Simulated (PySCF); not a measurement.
# C7H11OP: full NMR table

| Property | Result |
| --- | --- |
| Formula | C7H11OP |
| SMILES | C=CCP=C=C(C)OC |
| Point group of the computed structure | C1 |
| Carbon signals | 7 |
| Proton signals | 6 |

Bonds (- single, = double, # triple, : aromatic): C1=C2, C2-C3, C3-P4, P4=C5, C5=C6, C6-C7, C6-O8, O8-C9. C1 carries H10, H11; C2 carries H12; C3 carries H13, H14; C7 carries H15, H16, H17; C9 carries H18, H19, H20. H11 is cis to C3; H10 is trans to C3.

All values are calculated (PySCF 2.14.0 with density-fitted response routines): GFN2-xTB geometry, σ from GIAO-PBE0/pcSseg-1. In vacuum, no relativistic terms, fast rotation and ring inversion assumed for equivalent nuclei, a single conformation.

Scale: ¹H (31.72 ppm), ¹³C (186.93 ppm) vs TMS; ³¹P (318.38 ppm) vs H3PO4; ¹⁷O (336.08 ppm) against H2O (reference shieldings calculated alike).

| carbon | δC, type | δH (multiplicity) | HMBC from (2–3 bonds) | span of the C tensor (ppm) |
| --- | --- | --- | --- | --- |
| C1 | 118.0, CH2 | H10 5.12 (m); H11 5.17 (m) | H12, H13/H14 | 195 |
| C2 | 145.7, CH | 6.25 (m) | H11, H10, H13/H14 | 241 |
| C3 | 41.3, CH2 | 2.67 (m) | H12, H11, H10 | 33 |
| C5 | 268.8, C | – | H13/H14, H15/H16/H17 | 179 |
| C6 | 157.2, C | – | H18/H19/H20, H15/H16/H17 | 159 |
| C7 | 18.6, CH3 | 2.28 (s) | – | 24 |
| C9 | 55.0, CH3 | 3.80 (s) | – | 75 |

Other nuclei:
```
atoms  nucleus               environment  δ (ppm)  σ (ppm)
   P4      ³¹P  phosphorus bonded to 2 C    129.5    188.8
   O8      ¹⁷O              ether oxygen     79.8    256.3
```

- δC 268.8: cumulene carbon.
- δC 157.2: alkene carbon bearing oxygen; an sp2 carbon further deshielded by the attached heteroatom.
- δC 145.7: alkene CH; an sp2 carbon of a C=C bond.
- δC 118.0: terminal =CH2 carbon; the olefinic region.
- δH 3.80: hydrogen on a methyl carbon bonded to O; its carbon carries O, hence the downfield position.

Splittings by ³¹P in the carbon and heteronuclear signals aren't shown, as no couplings were computed. Shifts are as computed. Against solution values, carbons near 30 ppm lie about +3 ppm off and those near 130 ppm about +5 ppm. Of 1211 compounds with measured shifts, 218 miss one by over three times the rms of a fit or turn the order of signals round; such compounds aren't used in these exercises. Experimental scales use liquid or dissolved standards, which lie at an offset from isolated H2O (liquid H2O: subtract about 36 ppm) and H3PO4. Multiplicities follow the n + 1 count of equivalent neighbours, as no J values were calculated; m marks all less simple cases, F and P coupling included.
